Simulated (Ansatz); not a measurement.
Frontier orbitals of CH₃ClSSi (`Cl[SiH]1CS1`).

Cartesian coordinates in Å:
```
Cl -1.9693 -1.5753 0.0174
Si -0.2239 -0.6451 0.5028
C 0.2881 0.8413 -0.4286
S 1.3696 -0.6475 -0.8147
H 0.0060 -0.7833 1.9502
H -0.3011 1.1620 -1.2824
H 0.8306 1.6479 0.0553
```

Total charge 0; spin multiplicity 1. The geometry is a stationary point of PBE0-D4/def2-TZVP. Basis def2-TZVPP, Ansatz 0.2.0.

Orbital energies of one run (eV). Highest occupied ones, from the top: -7.47, -8.17, -9.36, -10.23, -10.50, -11.39, -12.23, -13.15, -14.98, -17.94, -22.89, -24.25, -102.65, -102.70. Empty: -0.17, 0.17, 0.74, 1.58, 1.99, 3.01.

(1) Which functional gave them?
A. ωB97X-V
B. HSE06 (plane-wave form)
C. LDA (SPW92)
D. r2SCAN0

Answers

(1) D. HOMO energies: r2SCAN0 -7.47, ωB97X-V -9.65, LDA (SPW92) -6.21, HSE06 -6.91 eV.
